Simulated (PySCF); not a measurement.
C3H7NSi. Atoms are numbered in the order given.

```xyz
12

C      2.1964     1.5931     0.3624
C      1.5826     0.5552     0.4772
C      0.8223    -0.6968     0.5797
N     -0.1829    -0.8908    -0.4429
Si    -1.7486    -0.1337    -0.3844
H      2.7392     2.5151     0.2652
H      0.3342    -0.7316     1.5698
H      1.5335    -1.5419     0.5773
H      0.2203    -1.0284    -1.3645
H     -2.3350    -0.4236     0.9593
H     -2.5710    -0.7471    -1.4687
H     -1.7683     1.3547    -0.5725
```
Charge 0, spin multiplicity 1.

Coordinates come from a PBE0-D3(BJ)/def2-SVP optimisation. Other conformers were not sampled.

The numbers are results of PBE/def2-TZVP (PySCF), not measurements.

ESP charges are fitted to the potential on shells at 1.4 to 2.0 van der Waals radii. Atomic charges (e):

| atom | ESP fit | IAO |
|---|---|---|
| C1 | -0.51 | ? |
| C2 | 0.12 | ? |
| C3 | -0.08 | -0.17 |
| N4 | -0.62 | ? |
| Si5 | 0.28 | 0.69 |
| H6 | 0.32 | 0.20 |
| H7 | 0.15 | ? |
| H8 | 0.12 | ? |
| H9 | 0.38 | 0.26 |
| H10 | -0.04 | -0.12 |
| H11 | -0.06 | -0.11 |
| H12 | -0.05 | -0.15 |

**Question.** What belongs in the gaps? (An estimate is asked for; the answer gives what the named calculation found.)

**Answer.** 
- C1, IAO: -0.25
- C2, IAO: -0.05
- N4, IAO: -0.65
- H7, IAO: 0.17
- H8, IAO: 0.17

**Question.** Give the Mayer and Wiberg (Löwdin basis) orders of the bonds. (An estimate is asked for; the answer gives what the named calculation found.)

**Answer.** 
| bond | Mayer | Wiberg |
|---|---|---|
| C1–C2 | 2.77 | 2.96 |
| C2–C3 | 1.03 | 1.30 |
| C3–N4 | 1.03 | 1.39 |
| N4–Si5 | 1.17 | 1.44 |
| C1–H6 | 1.01 | 0.92 |
| C3–H7 | 0.96 | 0.82 |
| C3–H8 | 0.96 | 0.83 |
| N4–H9 | 0.91 | 0.88 |
| Si5–H10 | 0.94 | 0.95 |
| Si5–H11 | 0.95 | 0.96 |
| Si5–H12 | 0.92 | 0.96 |
